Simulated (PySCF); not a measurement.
## CoS2: from structure and modes to constants

These are results of UPBE0/[Co def2-SVP, S def2-SVP], no relativity, density fitting, PySCF, not measurements.

The quartet minimum has C2v symmetry. Masses (u): Co 58.93320, S 31.97207.

```xyz
3
charge 0 multiplicity 4, angstrom
Co    0.0000    0.0000   -0.9541
S     1.0974    0.0000    0.8793
S    -1.0974    0.0000    0.8793
```

Harmonic wavenumbers (cm⁻¹): 314.3 (b2, ×1), 326.5 (a1, ×1), 494.1 (a1, ×1).

(1) Find the principal moments of inertia and the rotational constants. What kind of rotor is it?

(2) What is the harmonic zero-point energy?

(3) Find the vibrational entropy and heat capacity at 298.15 K.

Answers

(1) About the centre of mass I = 77, 103.09, 180.09 u Å². With B = 16.8576/I this gives 0.2189, 0.1635, 0.09361 cm⁻¹. The molecule is an asymmetric top with κ = 0.12.

(2) Half the sum of all 3 wavenumbers, 1135/2 = 567 cm⁻¹, which is 6.8 kJ/mol (1 cm⁻¹ = 0.0119627 kJ/mol).

(3) With u = 1.43878 ω/T, each mode gives S = R[u/(eᵘ−1) − ln(1−e⁻ᵘ)] and C = R u² eᵘ/(eᵘ−1)².
```csv
ω (cm⁻¹),u,S (J/(mol K)),C (J/(mol K))
314.3,1.517,5.61,6.89
326.5,1.575,5.34,6.79
494.1,2.384,2.82,5.28
```
The sums over all modes are S = 13.8 and C = 19.0 J/(mol K); the softest mode gives 41 % of the entropy.

This need not be the most stable arrangement of these atoms. Open d and f shells are described by one determinant, and the ground state may have another occupation or spin.
